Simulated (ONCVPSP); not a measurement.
# What one change does to a pseudopotential (osmium (Os), ONCV)

Os (Z = 76), optimised norm-conserving Vanderbilt (ONCV), made with ONCVPSP 4.0.1 (PBE, scalar-relativistic). Core [Kr] 4d10 4f14, reference 5s2 5p6 5d6 6s2. Waves: 5s+6s: rc 1.65 bohr, ncon 4, nbas 9, qcut 6.2 1/bohr, 2 projectors; 5p: rc 1.25 bohr, ncon 4, nbas 7, qcut 5.7 1/bohr, 3 projectors, debl 1.3 Ha; 5d: rc 1.60 bohr, ncon 3, nbas 6, qcut 5.4 1/bohr, 2 projectors, debl 1.4 Ha; f scattering state at 0.29 Ha: rc 1.75 bohr, ncon 4, nbas 9, qcut 6.4 1/bohr, 3 projectors, debl 0.7 Ha. Local part: polynomial inside 0.90 bohr (lpopt 5, dvloc0 0 Ha). Core correction: Teter function, fcfact 5.25, rcfact 1.4.

In the p channel the program set the typed energies aside and used -1.868, 0.250, 1.550 Ha.

Change: all radii but the core radius scaled by about 0.77 (s 1.28, p 0.96, d 1.24, f 1.36 bohr); local potential polynomial inside 0.70 bohr (lpopt 5, dvloc0 0 Ha).

Cutoffs: the cutoffs (Ha) at which the residual kinetic energy of the hardest occupied pseudo-wave falls to 1 and 0.1 mHa per electron; they do not see the model core or the augmentation charge, which bear on the density cutoff. Errors are all-electron minus pseudo energies relative to the spin-unpolarised reference configuration.

Task: Predict the effect on cutoff, ghosts and configuration errors.

Result: The potential gets harder (86 Ha and 101 Ha → 93 Ha and 148 Ha); both files keep a bound ghost (f, p, s); of the 4 tests that both files solve, the error grows in 0 and shrinks in 3 by more than 15 % and 0.3 meV (median size 18.1 → 13.2 meV). A smaller radius makes the pseudo-wave follow the all-electron one further in, where it bends more sharply, so more plane waves are needed. Less of the atom is replaced, so other configurations are described better.

| quantity | base | changed |
| --- | --- | --- |
| cutoff, loose | 86 Ha | 93 Ha |
| cutoff, tight | 101 Ha | 148 Ha |
| loose cutoff by channel | s 16 Ha, p 86 Ha, d 17 Ha | s 93 Ha, p 93 Ha, d 16 Ha |
| bound ghosts | s, p, f | s, p, f |
| GHOST(+) flags under 300 eV | none | d at 228.8 eV |
| error for 5s2 5p6 5d6 6s1, meV [ΔE 9.58 eV] | -4.9 | -4.1 |
| error for 5s2 5p6 5d6 6s0, meV [ΔE 26.49 eV] | -17 | -13 |
| error for 5s2 5p6 5d5 6s0, meV [ΔE 55.34 eV] | -20 | -14 |
| error for 5s2 5p6 5d7 6s0, meV [ΔE 9.04 eV] | -21 | -19 |
| rms error of d²Exc/dni dnj with the model core, mHa | 1.57 | 1.14 |

 A true bound ghost makes a file unfit for plane-wave use even where its test errors are small: the radial tests pick states by their node count and pass the ghost by.
